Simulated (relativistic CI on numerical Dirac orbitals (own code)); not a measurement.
## Pb11+: sensitivity of the levels to the model

Base calculation: Dirac-Coulomb-Breit CI, KLI orbitals optimised for each configuration, a model potential for QED, unscaled Slater integrals.

Configurations in the expansion (outside the closed core [Kr] 4d10 4f14): 5s2 5p6 5d3, 5s2 5p6 5d2 6s, 5s2 5p6 5d2 5f, 5s2 5p5 5d4, 5s2 5p6 5d2 6p, 5s2 5p6 5d2 5g, 5s2 5p6 5d 6s 6p, 5s 5p6 5d4, 5s2 5p6 5d 5f 6s, 5s2 5p6 5d2 6d, 5s2 5p6 5d 6s2, 5s2 5p6 5f 6s2, 5s2 5p6 6s2 6p, 5s2 5p6 5g 6s2, 5s2 5p6 5d 5f2, 5s2 5p6 5f2 6s, 5s2 5p6 5f3, 5s2 5p6 5f2 6p, 5s2 5p6 5f2 5g, 5s2 5p6 5d 6p2, 5s2 5p6 6s 6p2, 5s2 5p6 5f 6p2, 5s2 5p6 6p3, 5s2 5p6 5g 6p2, 5s2 5p6 5d 5f 6p, 5s2 5p6 5f 6s 6p, 5s2 5p6 5f 5g 6p, 5s2 5p6 5d 5g2, 5s2 5p6 5g2 6s, 5s2 5p6 5f 5g2, 5s2 5p6 5g2 6p, 5s2 5p6 5g3. Double excitations out of closed p, d and f shells are left out; levels of such configurations are missing from the list, as are those of other unlisted configurations, and high levels can miss mixing partners. These lack a partner that the ground configuration has and come out too high: 5s2 5p6 5d2 6d.

Variants: (1) P86 correlation estimate; (2) QED terms removed; (3) Breit term removed. Shifts of the energy above 5s2 5p6 5d3 4F_3/2, in cm⁻¹, for the lowest level and the first level of each name with at least 55 % of one term (blank where a level changes its place among those of its configuration and J or its character, or is not in the variant):

| Level | Base | Δ(1) | Δ(2) | Δ(3) |
| --- | --- | --- | --- | --- |
| 5s2 5p6 5d3 4F_3/2 | 0 | 0 | 0 | 0 |
| 5s2 5p6 5d3 4F_5/2 | 19818 | -3 | -66 | +549 |
| 5s2 5p6 5d3 4F_7/2 | 30786 | -2 | -79 | +696 |
| 5s2 5p6 5d3 4P_1/2 | 35389 | +7 | -62 | +543 |
| 5s2 5p6 5d3 4P_5/2 | 54378 | +6 | -98 | +855 |
| 5s2 5p6 5d3 2G_7/2 | 54431 | 0 | -124 | +1061 |
| 5s2 5p6 5d3 2P_1/2 | 66537 | +13 | -135 | +1143 |
| 5s2 5p6 5d3 2H_11/2 | 72375 | -1 | -137 | +1233 |
| 5s2 5p6 5d3 2D_5/2 | 75140 | +10 | -128 | +1134 |
| 5s2 5p6 5d3 2F_5/2 | 79479 | +13 | -118 | +1045 |
| 5s2 5p6 5d3 2F_7/2 | 83805 | +11 | -129 | +1166 |
| 5s2 5p6 5d2 6s 4F_3/2 | 367775 | +6587 | -1044 | -15 |
| 5s2 5p6 5d2 6s 4F_5/2 | 372398 | +6589 | -1045 | +8 |
| 5s2 5p6 5d2 6s 4F_7/2 | 395313 | +6588 | -1117 | +611 |
| 5s2 5p6 5d2 6s 4P_1/2 | 395364 | +6593 | -1054 | +56 |
| 5s2 5p6 5d2 6s 4F_9/2 | 409749 | +6589 | -1135 | +792 |
| 5s2 5p6 5d2 6s 4P_3/2 | 410242 | +6591 | -1114 | +559 |
| 5s2 5p6 5d2 6s 2P_1/2 | 421988 | +6593 | -1108 | +527 |
| 5s2 5p6 5d2 6s 2G_9/2 | 436760 | +6591 | -1170 | +1076 |
| 5s2 5p6 5d2 6s 2S_1/2 | 477467 | +6605 | -1179 | +1088 |
| 5s2 5p6 5d2 6p 4G°_5/2 | 496679 | +7813 | -237 | -589 |
| 5s2 5p5 5d4 6D°_7/2 | 524483 | +1305 | +281 | +2103 |

At this charge energies of transitions that change n are usually good to better than 1 %, and those within a shell (Δn = 0) to a few per cent. Terms inside the open d or f shell come out 10 to 20 % too wide with unscaled integrals. Levels and lines within the n = 5 or 6 shells can be off by up to 10 % or somewhat more, and those that change n by about 2 %, since core polarisation is missing.

Ionisation energy from the two ground configurations alone: base 202.363 eV; P86 correlation estimate 203.937 eV; Breit term removed 202.452 eV. The NIST ASD value (theoretical) is 203 eV.

LS names give the leading component of a level, which can be under half, so a name can repeat, a term be missing and a line seem to break the LS rules.
